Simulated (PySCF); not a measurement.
## Telling isomers of C7H11N apart by NMR

One conformer, no relativistic terms, gas phase, rapidly exchanging positions averaged. Coordinates at the GFN2-xTB level; GIAO PBE0/pcSseg-1 shieldings; PySCF 2.14.

References, each an isolated molecule treated in the same way: 1H (σref 31.72), 13C (σref 186.93) against TMS. Where no couplings were computed, multiplicities follow the n + 1 count of equivalent neighbours, and m marks all less simple cases (inequivalent or close neighbours, rings, F or P nearby). Shifts are as computed. Against solution values, carbons near 30 ppm lie about +3 ppm off and those near 130 ppm about +5 ppm. Of 1211 compounds with measured shifts, 218 miss one by over three times the rms of a fit or turn the order of signals round; such compounds aren't used in these exercises.

(1) Tabulate the signals of `N#CC1CCCCC1`, `C=C[C@@H]1CC=NCC1` and their relative energies.

(2) What is the quickest way to tell N#CC1CCCCC1 from C=C[C@@H]1CC=NCC1?

Answers

(1) 
| SMILES | carbon types | δC | δH | E rel. (kcal/mol) |
| --- | --- | --- | --- | --- |
| N#CC1CCCCC1 | 1×C 1×CH 5×CH2 | 126.7, 33.2, 30.1, 27.5, 26.2 | 2.75 (m, 1H), 1.96 (m, 2H), 1.92 (m, 2H), 1.85 (m, 1H), 1.66 (m, 2H), 1.42 (m, 2H), 1.12 (m, 1H) | 0.0 |
| C=C[C@@H]1CC=NCC1 | 3×CH 4×CH2 | 164.9, 152.7, 120.0, 53.5, 41.9, 38.6, 32.5 | 7.98 (m, 1H), 5.88 (m, 1H), 5.39 (m, 1H), 5.22 (m, 1H), 4.30 (m, 1H), 3.83 (m, 1H), 2.06 (m, 1H), 1.99 (m, 1H), 1.79 (m, 1H), 1.50 (m, 1H), 1.32 (m, 1H) | 25.4 |

Energies are electronic energies at PBE0/pcSseg-1 on these geometries, without zero-point or thermal terms, each for the one conformer computed, which needn't be the lowest.

(2) Count the carbon signals: 5 against 7. The first has a nitrile carbon (C) at 126.7 ppm, the second a C=N carbon (CH) at 164.9 ppm. In the proton spectra the most deshielded non-exchanging signals are 2.75 (m, 1H) and 7.98 (m, 1H).
